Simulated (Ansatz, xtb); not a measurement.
Molecule: C₅H₅S, net charge 0, doublet state. It need not be the lowest isomer of its formula. 
Geometry from a B3LYP-D3(BJ)/def2-TZVP (Ansatz, a first-principles code) optimisation:
SMILES: Cc1c[c]cs1
```xyz
11

C     -2.2267    -0.1352    -0.0190
C     -0.7423    -0.2024     0.1418
C     -0.0191    -1.0254     0.9644
C      1.3621    -0.7782     0.8224
C      1.7457     0.1697    -0.0451
S      0.3045     0.8388    -0.7699
H     -2.6158     0.8526     0.2374
H     -2.7018    -0.8647     0.6368
H     -2.5316    -0.3547    -1.0446
H     -0.4624    -1.7566     1.6238
H      2.7209     0.5313    -0.3216
```
Charge 0, spin multiplicity 2.

Harmonic wavenumbers from GFN2-xTB (xtb, at its own minimum), cm⁻¹: 65, 216, 293, 389, 494, 506, 671, 683, 713, 734, 795, 993, 1022, 1044, 1095, 1156, 1290, 1397, 1464, 1467, 1505, 1571, 2998, 3012, 3040, 3140, 3192.

Task: Give the harmonic wavenumbers at B3LYP-D3(BJ)/def2-TZVP (Ansatz, finite differences of forces, unscaled).

Result: 78, 230, 306, 455, 543, 558, 665, 679, 725, 804, 819, 996, 1058, 1067, 1146, 1188, 1326, 1417, 1478, 1479, 1494, 1541, 3033, 3080, 3110, 3216, 3261 cm⁻¹. Zero-point energy 51.1 kcal/mol.

Task: From these and the geometry, give the ideal-gas thermochemistry at 298.15 K and 1 atm (rigid rotor, harmonic oscillator).

Result: Point group Cs, rotational symmetry number 1. Rotational constants 5.566, 3.194, 2.055 GHz. S(trans) 39.63, S(rot) 26.58, S(vib) 10.85, S(elec, spin only) 1.38, S 78.4 cal/(mol K). H(298) - H(0) 4.26 kcal/mol; G - E(el) 32.0 kcal/mol.
